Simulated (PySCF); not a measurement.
BrGeI, neutral, multiplicity 1. Atoms are numbered in the order given.

```xyz
3

Ge     1.1051     0.4771     0.0000
Br    -0.5724     2.1473     0.0000
I     -0.2892    -1.7061     0.0000
```
Charge 0, spin multiplicity 1.

Geometry optimised at B3LYP-D3(BJ)/def2-SVP. The def2 effective core potentials stand for the cores of I; spin–orbit coupling is left out.

Computed with M06-2X/def2-TZVPD in PySCF.

Isolated molecule, no solvent.

```
Quantity                                                                                                         Value
---------------------------------------------------------------------------------------------  -----------------------
total energy                                                                                       -4948.92164 hartree
point group                                                                                                         Cs
highest occupied level                                                                                        -8.50 eV
lowest empty level                                                                                            -2.53 eV
orbital gap                                                                                                    5.97 eV
dipole moment                                                                                                   1.86 D
quadrupole, principal values (traceless, Buckingham form, about the centre of nuclear charge)    -5.73, 2.70, 3.03 D·Å
mean static polarisability                                                                       94.8 bohr³ (14.04 Å³)
polarisability, principal values                                                               67.7, 87.9, 128.6 bohr³
```
